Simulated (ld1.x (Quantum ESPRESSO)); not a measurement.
Which change was made? (N, RRKJ)

```
Element                 : N
Generator               : ld1.x (Quantum ESPRESSO) 7.5
Type                    : norm-conserving RRKJ (Kleinman–Bylander form)
Functional              : LDA (PZ)
Relativity              : non-relativistic
Frozen core             : [He]
Valence charge          : 5
Reference configuration : 2s2 2p3
Partial waves           : 2p (bound): rc 1.90 bohr; 2s (bound): rc 0.90 bohr
Local potential         : the s channel
Core correction         : none
```

Cutoffs, loose and tight: the cutoffs (Ry, on a coarse ladder) from which the occupation-weighted sum of valence levels, in a spherical-Bessel basis at the reference potential, stays within 10 and 1 mRy of its value at 400 Ry. They do not see the model core or the augmentation charge, which bear on the density cutoff. Test errors are all-electron minus pseudo excitation energies from the reference, over the configurations 2s2 2p2; 2s2 2p1; 2s2 2p0; 2s1 2p0; 2s2 2p3.3; 2s0 2p5; 2s1 2p3 (two spin-polarised tests are not counted in the largest error); variants that change the core or the reference have their own tests.

The base gives: outcome: generated; cutoff, loose: 50 Ry; cutoff, tight: 140 Ry; bound ghosts: none; largest test error (meV): +3157.

After one change the result is: outcome: generated; cutoff, loose: 55 Ry; cutoff, tight: 140 Ry; bound ghosts: none; largest test error (meV): +2466. Which change was it?
A. wave 2p (bound): rc 1.90 bohr becomes 2p (bound): rc 2.58 bohr
B. type TM; local potential the p channel
C. all radii scaled by about 0.85 (s 0.76, p 1.62 bohr)

B. The others give: wave 2p (bound): rc 1.90 bohr becomes 2p (bound): rc 2.58 bohr → outcome: generated; cutoff, loose: 50 Ry; cutoff, tight: 140 Ry; bound ghosts: none; largest test error (meV): +8341 | all radii scaled by about 0.85 (s 0.76, p 1.62 bohr) → outcome: generated; cutoff, loose: 90 Ry; cutoff, tight: 160 Ry; bound ghosts: none; largest test error (meV): +1808.
